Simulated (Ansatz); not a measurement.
Reaction (redistribution): `[Cl][In]([Cl])[GeH3]` + `C[BH][AlH2]` → `[CH3][In]([Cl])[Cl]` + `[AlH2][BH][GeH3]`

Computed with Ansatz on PBE0-D4/def2-TZVP structures; ΔE is electronic, products minus reactants. CBS: MP2 limit from def2 TZ/QZ plus the TZ coupled-cluster correction, frozen cores. Functionals use def2-TZVPP. def2 core potentials past Kr. For Ge, In outer-core shells are correlated without core-valence functions, which leaves a few kJ/mol of doubt a bond. Scalar relativity is left out up to krypton.

`[Cl][In]([Cl])[GeH3]`:

Cartesian coordinates in Å:
```
Cl 0.642 -0.475 -3.153
In -0.384 0.304 -1.215
Cl -2.198 1.667 -1.733
Ge 0.377 -0.283 1.184
H -0.286 0.682 2.173
H 1.904 -0.169 1.263
H -0.055 -1.725 1.481
```

`C[BH][AlH2]`:

Z-matrix (Å, degrees):
```
C
B 1 1.558
H 1 1.094 2 114.3
H 1 1.091 2 117.4 3 130.8
H 1 1.106 2 102.6 3 -113.0
Al 2 2.128 1 127.0 3 -149.9
H 2 1.207 1 115.2 3 34.1
H 6 1.597 2 121.8 1 -85.9
H 6 1.596 2 121.4 1 95.4
```

`[CH3][In]([Cl])[Cl]`:

Cartesian coordinates in Å:
```
C 1.083 0.184 -0.278
In -0.951 -0.157 0.237
Cl -1.951 0.597 2.194
Cl -2.458 -1.336 -1.079
H 1.208 0.060 -1.352
H 1.365 1.191 0.027
H 1.703 -0.540 0.251
```

`[AlH2][BH][GeH3]`:

```xyz
9

Al   -0.168   -0.856   -1.891
B    -0.751    0.276   -0.217
Ge    0.401    0.495    1.481
H     0.718   -0.207   -3.045
H    -0.552   -2.398   -1.993
H    -1.784    0.885   -0.162
H     0.925    1.948    1.501
H     1.631   -0.430    1.555
H    -0.419    0.287    2.770
```

```tsv
level	ΔE (eV)
r2SCAN-D4	0.75
ωB97X-V	0.73
PBE	0.77
MP2/def2-SVP	0.82
```

(1) What does CCSD(T)/CBS give? (An estimate is asked.)

Largest T1 diagnostic among the species: 0.013.

Answers

(1) Computed: +0.69 eV. The listed levels differ from it by 0.06, 0.04, 0.08, 0.13 eV.

In def2-TZVPP, CCSD(T) changes the Hartree–Fock value by −0.13 eV (the triples alone add −0.02 eV) and MP2 by −0.10 eV. At CCSD(T), def2-SVP lies +0.13 eV from the extrapolated value and def2-TZVPP −0.04 eV.
